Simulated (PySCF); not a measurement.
# Radial density of Er²⁺ (erbium, charge +2)

revPBE, [Xe] 4f11 6s1, one real determinant (an excited configuration). All numbers are calculated (PySCF 2.14, scalar relativity by spin-free X2C-1e, in cc-pVDZ-X2C (8s7p5d3f1g, 84 functions)).

| r (bohr) | 4πr²ρ (e/bohr) | 4πr²(ρα − ρβ) |
| --- | --- | --- |
| 0.0179 | 88.48 | 0.0025 |
| 0.0302 | 81.89 | 0.0036 |
| 0.0508 | 115.3 | 0.0143 |
| 0.0854 | 106.8 | 0.0179 |
| 0.144 | 101.5 | 0.2256 |
| 0.242 | 80.03 | 1.3692 |
| 0.406 | 55.61 | 3.7996 |
| 0.684 | 38.05 | 3.4769 |
| 1.15 | 13.32 | 1.2001 |
| 1.93 | 3.333 | 0.2264 |
| 3.25 | 0.4588 | 0.3611 |
| 5.47 | 0.07657 | 0.0762 |
| 9.20 | 0.0008693 | 0.0009 |

Densities and radii are taken from the X2C orbitals without a picture-change correction, which distorts them close to the nucleus.

⟨L²⟩ = 34.00 against 42 for a pure I term, so this real determinant mixes terms. Spin-orbit coupling, absent here, splits the open shell strongly.
